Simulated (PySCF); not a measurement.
Species: I3Si(SH), HI3SSi.
Bonds: S1–Si2, Si2–I3, Si2–I4, Si2–I5. Hydrogens: H6 on S1.

Computed with PBE0-D3(BJ)/def2-SVP geometry optimisation, gas phase, def2 core potentials past Kr (PySCF 2.14.0).

Problem. Give the optimised bond lengths and angles.

Solution. 
```
          bond  length (Å)   order
        S1–Si2       2.128  single
Si2–I3, Si2–I4       2.446  single
        Si2–I5       2.435  single
         S1–H6       1.354  single
```

Bonds in one row agree within 0.01 Å and their mean is given. Orders are formal, as drawn. A selection of angles:
```
    angle  degrees
Si2–S1–H6     93.6
S1–Si2–I3    111.6
S1–Si2–I5    104.7
I3–Si2–I4    108.0
I3–Si2–I5    110.4
```

Torsions: H6–S1–Si2–I3 -60° (synclinal).

Si2 (four-coordinate silicon) is distorted tetrahedral (angles from 104.7° to 111.8°).

Point group: Cs (tolerance 0.08 Å). No PBE0-D3(BJ)/def2-SVP frequencies stand behind this structure, so it isn't proved a minimum.
